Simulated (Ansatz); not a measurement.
[Ag(NH3)2]+ (AgN2H6⁺). Charge 1, multiplicity 1. Geometry PBE-D4/def2-TZVP; atoms count from 1.

```xyz
9

Ag    0.000    0.000    0.000
N    -0.777   -1.161   -1.598
H    -0.700   -2.165   -1.409
H    -0.280   -0.980   -2.475
H    -1.767   -0.961   -1.765
N     0.777    1.161    1.598
H     0.239    1.028    2.459
H     0.759    2.163    1.382
H     1.749    0.915    1.808
```

In the def2 sets Ag takes a core potential; there is no spin–orbit coupling.

Q: Estimate the Mulliken populations from the PBE0/def2-TZVP orbitals of Ansatz.

A: 
```json
{"atom": "Ag1", "charge (e)": "0.47", "d electrons": "9.84"}
{"atom": "N2", "charge (e)": "-0.65", "d electrons": "–"}
{"atom": "H3", "charge (e)": "0.31", "d electrons": "–"}
{"atom": "H4", "charge (e)": "0.31", "d electrons": "–"}
{"atom": "H5", "charge (e)": "0.31", "d electrons": "–"}
{"atom": "N6", "charge (e)": "-0.65", "d electrons": "–"}
{"atom": "H7", "charge (e)": "0.31", "d electrons": "–"}
{"atom": "H8", "charge (e)": "0.31", "d electrons": "–"}
{"atom": "H9", "charge (e)": "0.31", "d electrons": "–"}
```
Mulliken values and Mayer orders depend strongly on the basis.

Q: And the Mayer bond orders between bonded heavy atoms (over 0.3)?

A: Ag1–N2 0.49 (2.12 Å); Ag1–N6 0.49 (2.12 Å).
